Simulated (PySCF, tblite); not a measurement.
Isomers of C5H9FN (doublet state), one GFN2-xTB conformer each. Single-point energies are computed at B3LYP/pcH-1 (PySCF, gas phase, no added dispersion term), electronic only. GFN2-xTB treats the open shell by occupation alone, and not every SCF solution was tested for stability.

| SMILES | GFN2-xTB relative energy (kJ/mol) |
| --- | --- |
| C/C(=C/F)C[CH]N | 8.0 |
| [CH2]/C(=C/F)CCN | 0.0 |
| C/C(=C/F)CC[NH] | 40.7 |

Conformers: `[CH3:1]/[C:2](=[CH:3]/[F:4])[CH2:5][CH:6][NH2:7]` (doublet state) with C1–C2–C5–C6 -76°, C2–C5–C6–N7 82°, C5–C6–N7–H 174° and 43°; `[CH2:1]/[C:2](=[CH:3]/[F:4])[CH2:5][CH2:6][NH2:7]` (doublet state) with H–C1–C2–C3 -1° and 180°, C1–C2–C5–C6 91°, C2–C5–C6–N7 -176°, C5–C6–N7–H 59° and -60°; `[CH3:1]/[C:2](=[CH:3]/[F:4])[CH2:5][CH2:6][NH:7]` (doublet state) with C1–C2–C5–C6 -63°, C2–C5–C6–N7 65°, C5–C6–N7–H 60°.

What does B3LYP/pcH-1 give for the same structures?

```csv
SMILES,B3LYP/pcH-1 E (Eh),B3LYP/pcH-1 (kJ/mol),GFN2-xTB (kJ/mol),point group
[CH2]/C(=C/F)CCN,-350.50146,0.0,0.0,C1
C/C(=C/F)C[CH]N,-350.49606,14.2,8.0,C1
C/C(=C/F)CC[NH],-350.47424,71.5,40.7,C1
```

Both levels put the same isomer lowest; measured from each level's own lowest isomer, the values differ by up to 30.8 kJ/mol (C/C(=C/F)CC[NH]: 40.7 against 71.5). Neighbours under 21 kJ/mol apart ([CH2]/C(=C/F)CCN and C/C(=C/F)C[CH]N) can change places with a better method, another conformer or zero-point energy.

What happens when harmonic zero-point energies from GFN2-xTB frequencies are added?

```
          SMILES  ZPE (kJ/mol)  electronic (kJ/mol)  with ZPE (kJ/mol)
[CH2]/C(=C/F)CCN         341.9                  0.0                0.0
 C/C(=C/F)C[CH]N         340.3                 14.2               12.5
 C/C(=C/F)CC[NH]         339.5                 71.5               69.1
```

The zero-point energies span 2.4 kJ/mol. The order is unchanged.

As an exercise, what shares would exp(−E/RT) give at 2000 K from these electronic energies alone (no entropy, no degeneracies)?

RT = 16.629 kJ/mol: [CH2]/C(=C/F)CCN 69.5 %, C/C(=C/F)C[CH]N 29.6 %, C/C(=C/F)CC[NH] 0.9 %.
